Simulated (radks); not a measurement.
Results of a calculation; reference values are marked as such.
Valence configurations of S I (all share [Ne]). Code: a radial shooting solver on a logarithmic mesh with Libxc functionals. Model: Dirac Kohn-Sham, PBE, spin-unpolarised, spherical densities, finite nucleus; open shells fill j = l - 1/2 first; Fermi nuclear charge, rms radius 3.2611 fm. Energies are relative to 3s2 3p4; eigenvalues in eV.

\begin{tabular}{lrrrr}
valence & E (eV) & e(3p1/2) & e(3p3/2) & e(3s1/2) \\ \hline
3s2 3p4 & 0.000 & -7.054 & -6.971 & -17.243 \\
3s1 3p5 & 10.337 & -7.613 & -7.526 & -17.926 \\
3p6 & 20.795 & -8.136 & -8.046 & - \\
3s1.5 3p4.5 & 5.153 & -7.339 & -7.254 & -17.591 \\
3s0.5 3p5.5 & 15.552 & -7.879 & -7.790 & -18.248 \\
\end{tabular}

NIST lists [Ne] 3s2 3p4 as the ground configuration; this level of theory agrees among the configurations tried. The energies are those of spherical spin-averaged densities, not of single terms.
